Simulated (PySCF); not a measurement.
## Basis-set dependence of population analyses: methylcyclohexane

Methylcyclohexane, C7H14.
Z-matrix (Å and degrees, PBE0-D3(BJ)/def2-SVP geometry), rows numbered from 1:
```
C 
C   1  1.5211
C   2  1.5297  1  111.83
C   3  1.5248  2  112.34  1   179.21
C   4  1.5249  3  111.46  2   -55.06
C   5  1.5249  4  111.21  3    54.67
C   6  1.5248  5  111.45  4   -54.67
H   1  1.1014  2  111.47  3    57.57
H   1  1.1029  2  110.83  3   -62.17
H   1  1.1014  2  111.45  3   178.10
H   2  1.1076  1  108.12  3  -117.91
H   3  1.1065  2  108.55  1    58.21
H   3  1.1030  2  109.85  1   -57.45
H   4  1.1053  3  109.11  2    65.50
H   4  1.1022  3  110.30  2  -178.17
H   5  1.1054  4  109.09  3   -65.69
H   5  1.1022  4  110.51  3   177.78
H   6  1.1053  5  109.11  4    65.89
H   6  1.1022  5  110.49  4  -177.69
H   7  1.1066  2  108.55  1   -58.24
H   7  1.1031  2  109.85  1    57.43
```

PBE0 throughout (PySCF), one geometry, spherical d and f functions. The structure is a single PBE0-D3(BJ)/def2-SVP conformer in the gas phase; no vibrational or solvent corrections. Atoms taken as equivalent share a column and are averaged. The first 7 of 13 kinds of atom are listed.

Mulliken charges (e):

```json
{"basis": "STO-3G", "functions": "49", "C1": "-0.231", "C2": "-0.053", "C3/C7": "-0.141", "C4/C6": "-0.142", "C5": "-0.142", "H8/H9/H10": "+0.074", "H11": "+0.067"}
{"basis": "pcSseg-0", "functions": "91", "C1": "-0.550", "C2": "-0.485", "C3/C7": "-0.405", "C4/C6": "-0.470", "C5": "-0.478", "H8/H9/H10": "+0.222", "H11": "+0.247"}
{"basis": "6-31G", "functions": "91", "C1": "-0.480", "C2": "-0.154", "C3/C7": "-0.297", "C4/C6": "-0.315", "C5": "-0.311", "H8/H9/H10": "+0.158", "H11": "+0.153"}
{"basis": "6-31G*", "functions": "126", "C1": "-0.520", "C2": "-0.130", "C3/C7": "-0.314", "C4/C6": "-0.326", "C5": "-0.322", "H8/H9/H10": "+0.168", "H11": "+0.152"}
{"basis": "cc-pVDZ", "functions": "168", "C1": "-0.015", "C2": "-0.195", "C3/C7": "-0.013", "C4/C6": "-0.044", "C5": "-0.054", "H8/H9/H10": "+0.035", "H11": "+0.016"}
{"basis": "def2-SVP", "functions": "168", "C1": "+0.002", "C2": "-0.215", "C3/C7": "-0.025", "C4/C6": "-0.035", "C5": "-0.064", "H8/H9/H10": "+0.033", "H11": "+0.026"}
{"basis": "pcSseg-1", "functions": "189", "C1": "-0.196", "C2": "-0.376", "C3/C7": "-0.175", "C4/C6": "-0.209", "C5": "-0.229", "H8/H9/H10": "+0.110", "H11": "+0.112"}
{"basis": "6-311+G(2d,p)", "functions": "273", "C1": "-0.738", "C2": "+0.388", "C3/C7": "-0.276", "C4/C6": "-0.359", "C5": "-0.257", "H8/H9/H10": "+0.150", "H11": "+0.098"}
{"basis": "aug-cc-pVDZ", "functions": "287", "C1": "+0.792", "C2": "-0.655", "C3/C7": "+0.868", "C4/C6": "+0.558", "C5": "+0.540", "H8/H9/H10": "-0.109", "H11": "-0.479"}
{"basis": "def2-TZVP", "functions": "301", "C1": "-0.355", "C2": "-0.059", "C3/C7": "-0.208", "C4/C6": "-0.174", "C5": "-0.196", "H8/H9/H10": "+0.117", "H11": "+0.064"}
```

IAO charges (e):

```csv
basis,functions,C1,C2,C3/C7,C4/C6,C5,H8/H9/H10,H11
STO-3G,49,-0.388,-0.121,-0.252,-0.254,-0.255,+0.129,+0.122
pcSseg-0,91,-0.415,-0.116,-0.263,-0.267,-0.267,+0.137,+0.126
6-31G,91,-0.429,-0.095,-0.262,-0.262,-0.262,+0.138,+0.121
6-31G*,126,-0.408,-0.090,-0.249,-0.248,-0.248,+0.132,+0.114
cc-pVDZ,168,-0.408,-0.089,-0.250,-0.249,-0.249,+0.132,+0.114
def2-SVP,168,-0.397,-0.089,-0.244,-0.244,-0.244,+0.128,+0.113
pcSseg-1,189,-0.407,-0.093,-0.251,-0.250,-0.250,+0.132,+0.116
"6-311+G(2d,p)",273,-0.420,-0.092,-0.256,-0.255,-0.255,+0.136,+0.117
aug-cc-pVDZ,287,-0.419,-0.091,-0.255,-0.254,-0.254,+0.135,+0.117
def2-TZVP,301,-0.421,-0.092,-0.256,-0.256,-0.255,+0.136,+0.117
```

Some averages cover members that differ in this geometry, most widely: H8/H9/H10, Mulliken in aug-cc-pVDZ -0.127 to -0.074 e.

Task: Which scheme is steadiest as the basis changes?

Result: Largest range over the bases for any column: IAO 0.04 e, Mulliken 1.53 e. IAO charges move least and Mulliken charges most, counted in e. Without the minimal STO-3G basis the ranges are IAO 0.03, Mulliken 1.53 e.

Task: How much do the charges still move between the two largest bases, aug-cc-pVDZ and def2-TZVP?

Result: At most, over all atoms: Mulliken 1.147 e, IAO 0.002 e.

Task: What do the same runs give for the total energy, the frontier levels and the dipole moment?

Result: 
```tsv
basis	energy (Eh)	HOMO (eV)	LUMO (eV)	μ (D)
STO-3G	-271.6389	-7.00	9.59	0.02
pcSseg-0	-274.2444	-8.41	2.07	0.04
6-31G	-274.7883	-8.08	2.67	0.07
6-31G*	-274.8514	-8.07	2.68	0.08
cc-pVDZ	-274.8687	-8.15	1.88	0.09
def2-SVP	-274.6627	-8.22	1.77	0.07
pcSseg-1	-274.8170	-8.28	1.50	0.09
6-311+G(2d,p)	-274.9279	-8.22	0.35	0.13
aug-cc-pVDZ	-274.8827	-8.19	-0.01	0.13
def2-TZVP	-274.9470	-8.20	1.18	0.12
```

The dipole is fixed by the density alone, so its range of 0.11 D shows that the density itself changes with the basis, not only its division among atoms.
